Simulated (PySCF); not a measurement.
# Two probes of the same atoms: core binding energy and nuclear shielding

Species: C₅H₁₀SSi.
Z-matrix (Å and degrees, PBE0-D3(BJ)/def2-SVP geometry), rows numbered from 1:
```
Si
S   1  2.1401
C   2  1.8035  1   99.65
C   3  1.5426  2  123.08  1  -178.96
C   4  1.5445  3   73.77  2  -179.95
C   5  1.5443  4   87.67  3    44.02
C   5  1.5444  4   87.67  3   -44.03
H   1  1.4909  2  105.52  3  -179.70
H   1  1.4950  2  111.83  3   -60.45
H   1  1.4947  2  111.77  3    61.07
H   4  1.1006  3  116.09  2   -67.40
H   4  1.1005  3  116.10  2    67.42
H   5  1.0986  4  126.93  3  -179.98
H   6  1.1003  3  116.10  2    63.15
H   6  1.1010  3  116.57  2   -71.94
H   7  1.1008  3  116.58  2    71.92
H   7  1.1004  3  116.11  2   -63.16
```

Binding energies: PySCF 2.14.0, delta-SCF UKS SCAN, pcX-2 on the ionised atom, pcseg-1 elsewhere, spin-free X2C. Shieldings: GIAO PBE0/pcSseg-1, non-relativistic, same geometry.

```
atom  C 1s (eV)
  C3     291.41
  C4     290.63
  C5     290.97
```

Task: What are the absolute isotropic shieldings of these atoms?

Result: 
```json
{"atom": "C4", "environment": "four-membered-ring carbon", "C 1s (eV)": "290.63", "isotropic shielding (ppm)": "127.5"}
{"atom": "C5", "environment": "sp3 carbon at a ring junction", "C 1s (eV)": "290.97", "isotropic shielding (ppm)": "156.3"}
{"atom": "C3", "environment": "sp3 carbon bound to sulfur", "C 1s (eV)": "291.41", "isotropic shielding (ppm)": "141.4"}
```

Task: Among the listed atoms, is the one with the highest binding energy also the least shielded?

Result: No. The highest binding energy is at C3 (291.41 eV, shielding 141.4 ppm), the lowest shielding at C4 (127.5 ppm, 290.63 eV).

By binding energy: C4 < C5 < C3. By shielding: C4 < C3 < C5.

Of atoms equivalent by bonding only the ionised one is listed; its partners' own values can differ in this conformer. One conformer (not necessarily the lowest) at the PBE0-D3(BJ)/def2-SVP geometry, without solvent, vibrations or thermal averaging.
